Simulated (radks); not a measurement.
Charge is removed step by step from the 6s down level of neutral osmium, starting from [Xe] 4f14 5d6 6s(up 1, down 1). Method: scalar-relativistic Kohn-Sham, BLYP, spin-polarised, spherical densities, point nucleus; open shells are filled with parallel spins first (spin-orbit coupling, left out, can overturn this in heavy ions); computed with a radial shooting solver on a logarithmic mesh with Libxc functionals.

[
 {"removed (e)": "0", "E - E(0) (eV)": "0.000", "eigenvalue (eV)": "-5.435", "E minus straight line (eV)": "0.000"},
 {"removed (e)": "0.125", "E - E(0) (eV)": "0.728", "eigenvalue (eV)": "-6.216", "E minus straight line (eV)": "-0.355"},
 {"removed (e)": "0.25", "E - E(0) (eV)": "1.554", "eigenvalue (eV)": "-7.010", "E minus straight line (eV)": "-0.612"},
 {"removed (e)": "0.375", "E - E(0) (eV)": "2.480", "eigenvalue (eV)": "-7.816", "E minus straight line (eV)": "-0.769"},
 {"removed (e)": "0.5", "E - E(0) (eV)": "3.508", "eigenvalue (eV)": "-8.635", "E minus straight line (eV)": "-0.825"},
 {"removed (e)": "0.625", "E - E(0) (eV)": "4.639", "eigenvalue (eV)": "-9.466", "E minus straight line (eV)": "-0.777"},
 {"removed (e)": "0.75", "E - E(0) (eV)": "5.874", "eigenvalue (eV)": "-10.310", "E minus straight line (eV)": "-0.625"},
 {"removed (e)": "0.875", "E - E(0) (eV)": "7.216", "eigenvalue (eV)": "-11.166", "E minus straight line (eV)": "-0.366"},
 {"removed (e)": "1", "E - E(0) (eV)": "8.665", "eigenvalue (eV)": "-12.034", "E minus straight line (eV)": "0.000"}
]

Removing the whole electron costs 8.665 eV by Delta-SCF, against 5.435 eV from minus the eigenvalue at the starting occupation. Slater's transition state (half an electron removed) gives 8.635 eV. Integrating minus the eigenvalue over the occupation (Janak's theorem) gives 8.668 eV. In this scalar-relativistic scheme the density is built from large components alone, so the theorem holds only approximately. The mean slope of the eigenvalue, de/dn, is 6.60 eV per electron. Ionisation energy of Os in the NIST Atomic Spectra Database: 8.438 eV (measured).
